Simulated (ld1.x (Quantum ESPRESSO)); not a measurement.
Reading a pseudo-wave (hydrogen (H))

Columns: radius, all-electron u(r) and pseudo u(r) of the 1s shell (level -6.49 eV) of hydrogen in the configuration 1s1; PBE, scalar-relativistic, TM scheme, ld1.x (Quantum ESPRESSO) 7.5.

```tsv
r (bohr)	all-electron	pseudo
0.057	0.1033	0.0842
0.115	0.1965	0.1683
0.172	0.2773	0.2478
0.230	0.3495	0.3241
0.288	0.4125	0.3942
0.345	0.4663	0.4562
0.402	0.5128	0.5104
0.460	0.5533	0.5573
0.518	0.5877	0.5959
0.575	0.6160	0.6262
0.632	0.6395	0.6497
0.690	0.6589	0.6678
0.747	0.6740	0.6808
0.805	0.6858	0.6903
0.862	0.6942	0.6968
0.920	0.6999	0.7010
0.977	0.7029	0.7033
1.035	0.7037	0.7037
1.092	0.7024	0.7024
1.150	0.6993	0.6993
1.208	0.6946	0.6946
1.265	0.6886	0.6886
1.322	0.6814	0.6814
1.380	0.6730	0.6730
1.438	0.6637	0.6637
1.495	0.6537	0.6537
```

Question: How many radial nodes do the two functions have?

Answer: The all-electron 1s function has n − l − 1 = 0; the pseudo-wave has 0.

Question: At about which radius was the pseudo-wave matched?

Answer: 1.15 bohr. The columns agree to 0.0005 from 0.98 bohr on; several derivatives are matched, so the curves merge somewhat inside the radius.

Question: Is the pseudo-wave norm-conserving?

Answer: Yes: the TM scheme keeps the norm inside the radius equal to the all-electron one, which fixes the energy derivative of the logarithmic derivative at the level.
